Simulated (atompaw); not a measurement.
## Cutoff test, bismuth, PAW (atompaw)

- Element: Bi
- Generator: atompaw 4.2.0.5
- Type: PAW
- Functional: PBE
- Relativity: scalar-relativistic
- Frozen core: [Xe] 4f14 5d10
- Valence charge: 5
- Reference configuration: 6s2 6p3
- Partial waves: 6s (bound): rc 3.00 bohr; 6s channel at 0.25 Ry: rc 3.00 bohr; 6p (bound): rc 3.00 bohr; 6p channel at 3.4 Ry: rc 3.00 bohr; 6d channel at 0.45 Ry: rc 3.00 bohr
- Local potential: bessel scheme, radius 2.20 bohr
- Core correction: smooth core density matched at 1.70 bohr
- Augmentation charge: gaussian compensation charge, radius 2.80 bohr; PAW radius 3.00 bohr; waves and projectors: custom polynom2 7 10 vanderbiltortho

The pseudo-atom Hamiltonian at the reference potential is diagonalised in spherical Bessel functions j_l(qr) that vanish at 20 bohr, with q² up to the cutoff. All-electron valence levels (Ry): 6s -1.0640, 6p -0.3360.

Question: How do the lowest levels (Ry) of each channel move with the cutoff, and are there ghosts?

Answer:

```json
{"cutoff (Ry)": "8", "s #1": "-1.0615", "s #2": "-0.0465", "p #1": "-0.3332", "d #1": "0.0487", "d #2": "0.1264", "f #1": "0.1072", "Σ f·Δε (mRy)": "13.2"}
{"cutoff (Ry)": "12", "s #1": "-1.0629", "s #2": "-0.0467", "p #1": "-0.3347", "d #1": "0.0487", "d #2": "0.1263", "f #1": "0.1072", "Σ f·Δε (mRy)": "6.1"}
{"cutoff (Ry)": "15", "s #1": "-1.0636", "s #2": "-0.0468", "p #1": "-0.3353", "d #1": "0.0487", "d #2": "0.1263", "f #1": "0.1072", "Σ f·Δε (mRy)": "2.8"}
{"cutoff (Ry)": "21", "s #1": "-1.0638", "s #2": "-0.0469", "p #1": "-0.3357", "d #1": "0.0486", "d #2": "0.1263", "f #1": "0.1072", "Σ f·Δε (mRy)": "1.2"}
{"cutoff (Ry)": "25", "s #1": "-1.0639", "s #2": "-0.0469", "p #1": "-0.3358", "d #1": "0.0486", "d #2": "0.1263", "f #1": "0.1072", "Σ f·Δε (mRy)": "0.7"}
{"cutoff (Ry)": "35", "s #1": "-1.0640", "s #2": "-0.0469", "p #1": "-0.3359", "d #1": "0.0486", "d #2": "0.1263", "f #1": "0.1072", "Σ f·Δε (mRy)": "0.3"}
{"cutoff (Ry)": "400", "s #1": "-1.0640", "s #2": "-0.0469", "p #1": "-0.3360", "d #1": "0.0486", "d #2": "0.1263", "f #1": "0.1072", "Σ f·Δε (mRy)": "0.0"}
```

Result: no extra level below or beside the all-electron valence levels (s, p, d, f tested); 10 mRy is reached at 10 Ry and 1 mRy at 25 Ry.
